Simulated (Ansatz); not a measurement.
TcO3F, relaxed as a singlet with RKS r2SCAN-D4/def2-SVP in Ansatz, starting from the GFN2-xTB geometry. Force threshold 0.02 eV/Å.

In the def2 sets Tc takes a core potential; there is no spin–orbit coupling. The restricted singlet is unstable towards broken spin symmetry in Hartree–Fock (as tested in another run); at r2SCAN-D4/def2-SVP this wasn't settled.

Start:

```
atom   x (Å)   y (Å)   z (Å)
 Tc1   0.000  -0.001  -0.001
  O2   1.210  -0.664   0.884
  O3   0.471   1.500  -0.463
  O4  -1.314   0.153   0.968
  F5  -0.367  -0.988  -1.388
```

Estimate the energy that the relaxation releases and the steps that it takes.

0.26 eV, in 4 steps; 15 s on 2 threads of Arm Neoverse V1 on a shared host. No frequencies were taken in this run, so the end may be a saddle point.

Does the start keep its bonding and symmetry?

By distances, no bond broke or formed. The bond that changes most is Tc1–F5, from 1.74 to 1.83 Å (atoms count from 1). Point group C3v at the start, C3v at the end, both within 0.05 Å.

Predict the relaxed structure.


```tsv
atom	x (Å)	y (Å)	z (Å)
Tc1	0.0053	0.0143	0.0201
O2	1.2416	-0.6847	0.9037
O3	0.4822	1.5380	-0.4784
O4	-1.3497	0.1549	0.9905
F5	-0.3794	-1.0225	-1.4359
```
Bond lengths: 3 × O–Tc 1.67 Å; 1 × F–Tc 1.83 Å.
